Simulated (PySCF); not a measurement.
This script is equivalent to a calculation on Ag⁺ (silver, charge +1).

```python
from pyscf import gto, scf, dft, mp, cc
import basis_set_exchange as bse
txt = bse.get_basis("cc-pVDZ-PP", elements=["Ag"], fmt="nwchem", header=False)
cut = txt.index("\nECP")
mol = gto.M(atom="Ag 0 0 0", charge=1, spin=0, symmetry="D2h",
            basis=gto.basis.parse(txt[:cut]),
            ecp={"Ag": gto.basis.parse_ecp(txt[cut:])})
mf = scf.UHF(mol)
mf.irrep_nelec = {'Ag': (3, 3), 'B1g': (1, 1), 'B2g': (1, 1), 'B3g': (1, 1), 'B1u': (1, 1), 'B2u': (1, 1), 'B3u': (1, 1)}
mf.kernel()
```

What total energy does it give?

-145.82049 hartree (calculated).

Which occupied shell lies highest, and where?

4d, at -21.971 eV.

Energies and moments cover only the electrons outside the core potential.
